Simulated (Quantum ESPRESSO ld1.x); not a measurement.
Values are calculated unless marked as measured or tabulated.
All-electron atom: Rh XXI in [Ar] 3d7. Level of theory: Dirac Kohn-Sham, BLYP, spin-unpolarised, spherical densities, point nucleus; open shells fill j = l - 1/2 first (ld1.x of Quantum ESPRESSO 7.5). Some entries of the table are withheld. Estimate them.

orbital  occ.  eigenvalue (hartree)  <1/r> (bohr^-1)  <r> (bohr)
1s1/2       2              -870.646            47.06     0.03262
2s1/2       2              -146.554              (1)      0.1412
2p1/2       2              -137.589            10.79      0.1199
2p3/2       4              -132.245            10.20      0.1248
3s1/2       2              -43.4238            3.912      0.3757
3p1/2       2              -39.9629            3.831      0.3652
3p3/2       4              -38.9423            3.689      0.3744
3d3/2       4                   (2)              (3)         (4)
3d5/2       3                   (5)              (6)         (7)
4s1/2       0                   (8)            1.814      0.7889
4p1/2       0              -18.5849            1.758      0.7999
4p3/2       0              -18.2941            1.714      0.8136

Answer. 
(1) 2s1/2 <1/r> (bohr^-1): 10.82
(2) 3d3/2 eigenvalue (hartree): -33.0083
(3) 3d3/2 <1/r> (bohr^-1): 3.547
(4) 3d3/2 <r> (bohr): 0.3403
(5) 3d5/2 eigenvalue (hartree): -32.7953
(6) 3d5/2 <1/r> (bohr^-1): 3.511
(7) 3d5/2 <r> (bohr): 0.3432
(8) 4s1/2 eigenvalue (hartree): -19.8982
